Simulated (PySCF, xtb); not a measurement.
Si(Cl)2(F)(OSiH3) (Cl2FH3OSi2), SMILES F[Si](Cl)(Cl)O[SiH3]. Other conformers were not sampled.

Harmonic wavenumbers (cm⁻¹) from GFN2-xTB (xtb) at its own minimum, in rising order: 13, 33, 38, 128, 153, 192, 236, 258, 434, 594, 603, 611, 625, 749, 762, 803, 828, 1128, 2283, 2297, 2306.

Problem. What does PBE-D3(BJ)/def2-SVP (PySCF 2.14.0) give at its own minimum? (Estimate from the structure and the level; the computed values follow.)

Solution. 23, 53, 65, 160, 191, 252, 291, 298, 459, 629, 668, 695, 712, 908, 913, 915, 942, 1082, 2181, 2190, 2210. Paired by order, the mean absolute difference is 70 cm⁻¹ and the zero-point energies are 21.5 and 22.6 kcal/mol.
